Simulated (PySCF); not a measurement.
# Bonding in `C=Cc1cpccc1C#N`

Species: C8H6NP.
Numbering: `[CH2:1]=[CH:2][c:3]1[cH:4][p:5][cH:6][cH:7][c:8]1[C:9]#[N:10]` (hydrogens: H11, H12 on C1; H13 on C2; H14 on C4; H15 on C6; H16 on C7)

Structure used (GFN2-xTB), in Å, numbered top down from 1:
```
atom  x, y, z in Å
C1    -2.7030    0.4089    0.5494
C2    -1.7080    0.0713   -0.2605
C3    -0.2850    0.2261    0.0418
C4     0.1511    1.1985    0.9280
P5     1.7848    1.5086    1.4119
C6     2.6139    0.2960    0.4836
C7     2.0089   -0.5886   -0.3766
C8     0.6311   -0.6291   -0.6022
C9     0.1631   -1.5945   -1.5216
N10   -0.1832   -2.3833   -2.2798
H11   -2.5386    0.8289    1.5279
H12   -3.7297    0.2568    0.2656
H13   -1.9285   -0.3925   -1.2137
H14   -0.5971    1.8507    1.3605
H15    3.6902    0.2512    0.5908
H16    2.6223   -1.3000   -0.9165
```

Bond orders from the PBE0/pcSseg-1 density (PySCF). One conformer (not necessarily the lowest) at the GFN2-xTB geometry, without solvent, vibrations or thermal averaging.

Question: How far do the computed orders between heavy atoms stray from the drawn ones?

Answer: The largest departure is 0.243, at C8–C3 (drawn aromatic, 1.257), counting aromatic bonds as 1.5. The bonds drawn aromatic range from 1.26 to 1.49.

Question: Give the Mayer order of every bond between heavy atoms, beside its length.

Answer: 
| bond | drawn as | length (Å) | Mayer order |
| --- | --- | --- | --- |
| C1–C2 | double | 1.327 | 1.947 |
| C2–C3 | single | 1.463 | 1.120 |
| C3–C4 | aromatic | 1.386 | 1.436 |
| C4–P5 | aromatic | 1.732 | 1.343 |
| P5–C6 | aromatic | 1.738 | 1.281 |
| C6–C7 | aromatic | 1.374 | 1.485 |
| C7–C8 | aromatic | 1.397 | 1.389 |
| C8–C9 | single | 1.413 | 1.046 |
| C9–N10 | triple | 1.148 | 2.988 |
| C8–C3 | aromatic | 1.409 | 1.257 |

Bonds between the same two heavy elements. C–C: lowest C8–C9 (1.046, 1.413 Å), highest C1–C2 (1.947, 1.327 Å); in 1 of the 21 pairs the longer bond (by over 0.003 Å) has the higher order (by 0.02 or more). C–P: lowest P5–C6 (1.281, 1.738 Å), highest C4–P5 (1.343, 1.732 Å).

Question: And the bonds to hydrogen?

Answer: C–H: 0.91 to 0.95 (6 bonds).

Question: Sum the orders of all bonds at each heavy atom with more than one neighbour and set the sums beside the valence in the SMILES.

Answer: C1 3.834 (drawn 4), C2 3.988 (drawn 4), C3 3.813 (drawn 4), C4 3.685 (drawn 4), P5 2.624 (drawn 3), C6 3.694 (drawn 4), C7 3.815 (drawn 4), C8 3.692 (drawn 4), C9 4.034 (drawn 4). Orders between atoms that aren't bonded are not in these sums.

Mayer orders depend on the basis set.

These values come from a run that also computed NMR shieldings. Cost: about 2.1 min of CPU time on one thread (grids of density and orbitals included); the machine was shared, so the figure is rough.
